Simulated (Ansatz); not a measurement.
PBE exchange is replaced step by step with exact exchange (0 % is PBE, 25 % PBE0; no dispersion term), basis def2-SVP, Ansatz. System: SiEt3(NCO) (C7H15NOSi). Total charge 0; singlet. Geometry: PBE-D4/def2-SVP.

Geometry of the singlet:

```xyz
25

Si    0.015    0.011    0.090
C    -1.226    1.285    0.738
C    -2.700    0.927    0.506
H    -0.984    2.260    0.260
H    -1.019    1.426    1.823
H    -3.381    1.721    0.874
H    -2.914    0.780   -0.573
H    -2.984   -0.012    1.025
C    -0.237   -1.682    0.898
C     0.644   -2.805    0.334
H    -1.312   -1.945    0.795
H    -0.064   -1.555    1.991
H     0.432   -3.780    0.820
H     0.481   -2.935   -0.756
H     1.723   -2.595    0.480
C     1.798    0.616    0.280
C     2.125    1.914   -0.471
H     2.468   -0.205   -0.057
H     1.994    0.732    1.371
H     3.188    2.208   -0.350
H     1.932    1.808   -1.558
H     1.510    2.765   -0.112
N    -0.288   -0.185   -1.627
C    -0.498   -0.313   -2.810
O    -0.704   -0.440   -3.971
```

| exact exchange (%) | HOMO (eV) | LUMO (eV) | gap (eV) |
| --- | --- | --- | --- |
| 0 | -6.39 | 0.31 | 6.70 |
| 5 | -6.65 | 0.50 | 7.16 |
| 15 | -7.19 | 0.89 | 8.08 |
| 25 | -7.74 | 1.28 | 9.01 |
| 35 | -8.28 | 1.66 | 9.94 |
| 50 | -9.11 | 2.16 | 11.27 |

Fit a straight line to the column «gap (eV)» against the share of exact exchange and predict its value at 10 %.

With x = exact exchange (%) and y = gap (eV): mean x = 21.67, mean y = 8.693; Σ(x − x̄)(y − ȳ) = 163.5, Σ(x − x̄)² = 1783; slope b = 0.0917, intercept a = ȳ − b·x̄ = 6.706. The residuals of the fitted rows reach 0.02. At x = 10 the line gives 6.706 + (0.0917 × 10) = 7.62; the run gave 7.62, the same within rounding.
